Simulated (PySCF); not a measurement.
Stepwise substitution at one centre (Si OCH3-C2H5). Gas-phase values, no solvent. One relaxed conformer stands for each flexible species; it need not be the lowest. Strings in code marks are SMILES.

Method: PBE-D3(BJ)/def2-TZVP // B3LYP-D3(BJ)/def2-SVP run with PySCF. Excitations are Tamm–Dancoff values on a coarser integration grid. The basis has no diffuse functions, so Rydberg states are missing or too high.

| species | S1 oscillator strength | T1 excitation (TDA) (eV) |
|---|---|---|
| 0 of 4 OCH3 replaced by C2H5 (`CO[Si](OC)(OC)OC`) | 0.001 | 6.52 |
| 1 of 4 OCH3 replaced by C2H5 (`CC[Si](OC)(OC)OC`) | [?] | [?] |
| 2 of 4 OCH3 replaced by C2H5 (`O([Si](OC)(CC)CC)C`) | 0.003 | 6.02 |
| 4 of 4 OCH3 replaced by C2H5 (`CC[Si](CC)(CC)CC`) | 0.006 | 6.40 |

Task: Fill in the missing entries.

Result: 
- 1 of 4 OCH3 replaced by C2H5 (`CC[Si](OC)(OC)OC`), S1 oscillator strength: 0.002
- 1 of 4 OCH3 replaced by C2H5 (`CC[Si](OC)(OC)OC`), T1 excitation (TDA) (eV): 6.44
